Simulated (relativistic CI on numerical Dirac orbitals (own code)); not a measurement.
**Hyperfine structure of Tc VII, mass number 99**

Method of calculation: Dirac-Coulomb-Breit CI, separate exchange-only KLI orbitals for each configuration, model QED (radiative potential, 1s self-energy scaled to tabulated hydrogen-like ionisation energies), unscaled Slater integrals (own radial code, finite nucleus).

Configurations in the expansion (outside the closed core [Ar] 3d10): 4s²4p⁶4d, 4s²4p⁶5s, 4s²4p⁶4f, 4s²4p⁵4d², 4s²4p⁶5p, 4s²4p⁶5d, 4s4p⁶4d², 4s²4p⁶6s, 4s²4p⁵4d4f, 4s²4p⁶6p, 4s²4p⁶5f, 4s²4p⁶6d, 4s²4p⁶5g, 4s²4p⁶7s, 4s²4p⁶7p. Double excitations out of closed p, d and f shells are left out; levels of such configurations are missing from the list, as are those of other unlisted configurations, and high levels can miss mixing partners.

Nuclear spin I = 9/2, μ = 5.678 μN, Q = -0.129 b (tables of Stone and Pyykkö). The electronic factors are computed for point nuclear moments, without core polarisation or the Bohr-Weisskopf and QED corrections.

```csv
Level,E (cm⁻¹),A (MHz),B (MHz)
4s²4p⁶4d ²D3/2,0,1477,-94.2
4s²4p⁶4d ²D5/2,3273,639.7,-128
4s²4p⁶5s ²S1/2,175667,26010,
4s²4p⁶5p ²P°1/2,246605,6714,
4s²4p⁶5p ²P°3/2,252815,1138,-221
4s²4p⁶4f ²F°5/2,315776,209.1,76.3
4s²4p⁶4f ²F°7/2,316797,173.7,101
4s²4p⁵4d² ⁴D°1/2,316819,811,
```

Levels with J = 0, under 50 % of one LS term, or S terms without an open s electron are left out. Small factors come from cancelling terms and can be off by tens of per cent or more.

At this charge configurations can still be misplaced by up to about 7 % of their energy.

(1) Give the hyperfine levels of 4s²4p⁶4d ²D3/2 relative to its centre of gravity.

Results:

(1) With K = F(F + 1) − I(I + 1) − J(J + 1), E = AK/2 + B[¾K(K + 1) − I(I + 1)J(J + 1)]/[2I(2I − 1)J(2J − 1)]: F = 3: -12230, F = 4: -6259, F = 5: 1147, F = 6: 9948 MHz.

LS names give the leading component of a level, which can be under half, so a name can repeat, a term be missing and a line seem to break the LS rules.
